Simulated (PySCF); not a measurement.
# Nuclear quadrupole coupling in `[H]/N=C\CCO[SiH3]`

Compound: C₃H₉NOSi.
Z-matrix (Å and degrees, GFN2-xTB geometry), rows numbered from 1:
```
N 
C   1  1.2516
C   2  1.5018  1  128.32
C   3  1.5310  2  110.94  1   128.43
O   4  1.3933  3  109.86  2    64.16
Si  5  1.6207  4  129.47  3  -175.05
H   1  1.0210  2  114.97  3     0.17
H   2  1.0859  1  116.87  3   179.77
H   3  1.0934  2  108.33  1  -112.88
H   3  1.0932  2  110.76  1     6.59
H   4  1.0982  3  109.58  2  -175.30
H   4  1.0978  3  109.78  2   -57.04
H   6  1.4662  5  111.26  4    59.84
H   6  1.4668  5  110.87  4   -60.18
H   6  1.4518  5   98.69  4   179.98
```

Field gradients from the PBE0/pcSseg-1 density (PySCF, non-relativistic), principal values in atomic units, ordered |Vxx| ≤ |Vyy| ≤ |Vzz|:

```json
{"atom": "N1", "Vxx": "0.3299", "Vyy": "0.7288", "Vzz": "-1.0586"}
{"atom": "O5", "Vxx": "-0.5213", "Vyy": "-1.1900", "Vzz": "1.7113"}
```

Problem. Find the asymmetry η = (Vxx − Vyy)/Vzz and the couplings χ = eQV/h (234.96 MHz × Q in barn × V in au), with Q(14N) = 0.02044 b, Q(17O) = −0.0256 b.

Solution. 
```json
{"atom": "N1", "environment": "imine nitrogen", "nucleus": "14N", "η": "0.38", "χzz (MHz)": "-5.08", "χxx (MHz)": "1.58", "χyy (MHz)": "3.50"}
{"atom": "O5", "environment": "silyl ether oxygen", "nucleus": "17O", "η": "0.39", "χzz (MHz)": "-10.29", "χxx (MHz)": "3.14", "χyy (MHz)": "7.16"}
```

The tensor is traceless: Vxx + Vyy + Vzz = 0.

Problem. What is Vzz at O5 in SI units (1 au = 9.71736 × 10²¹ V/m²)?

Solution. 1.7113 au = 16.630 × 10²¹ V/m².

Problem. And the gradient at the other heavy atoms, for which no coupling is worked out here?

Solution. 
| atom | environment | Vzz (au) | η |
| --- | --- | --- | --- |
| C2 | imine carbon | 0.440 | 0.31 |
| C3 | chain CH2 carbon | -0.061 | 0.37 |
| C4 | sp3 carbon bound to oxygen | 0.377 | 0.22 |
| Si6 | oxygen-bound silicon | 0.514 | 0.24 |

Problem. What couplings would deuterons (Q(2H) = 0.00286 b) have in place of the hydrogens, at this geometry?

Solution. 
```json
{"atom": "H7", "bonded to": "N1", "bond length (Å)": "1.021", "Vzz (au)": "0.3819", "η": "0.03", "χzz (kHz)": "257"}
{"atom": "H8", "bonded to": "C2", "bond length (Å)": "1.086", "Vzz (au)": "0.3094", "η": "0.02", "χzz (kHz)": "208"}
{"atom": "H9", "bonded to": "C3", "bond length (Å)": "1.093", "Vzz (au)": "0.2999", "η": "0.02", "χzz (kHz)": "202"}
{"atom": "H10", "bonded to": "C3", "bond length (Å)": "1.093", "Vzz (au)": "0.3005", "η": "0.04", "χzz (kHz)": "202"}
{"atom": "H11", "bonded to": "C4", "bond length (Å)": "1.098", "Vzz (au)": "0.2852", "η": "0.07", "χzz (kHz)": "192"}
{"atom": "H12", "bonded to": "C4", "bond length (Å)": "1.098", "Vzz (au)": "0.2837", "η": "0.07", "χzz (kHz)": "191"}
{"atom": "H13", "bonded to": "Si6", "bond length (Å)": "1.466", "Vzz (au)": "0.1568", "η": "0.04", "χzz (kHz)": "105"}
{"atom": "H14", "bonded to": "Si6", "bond length (Å)": "1.467", "Vzz (au)": "0.1566", "η": "0.04", "χzz (kHz)": "105"}
{"atom": "H15", "bonded to": "Si6", "bond length (Å)": "1.452", "Vzz (au)": "0.1693", "η": "0.01", "χzz (kHz)": "114"}
```

One conformer (not necessarily the lowest) at the GFN2-xTB geometry, without solvent, vibrations or thermal averaging. GFN2-xTB bond lengths can be off by several hundredths of an ångström, more for odd bonds, and the gradients follow them. A larger basis could move these couplings by a tenth or more.
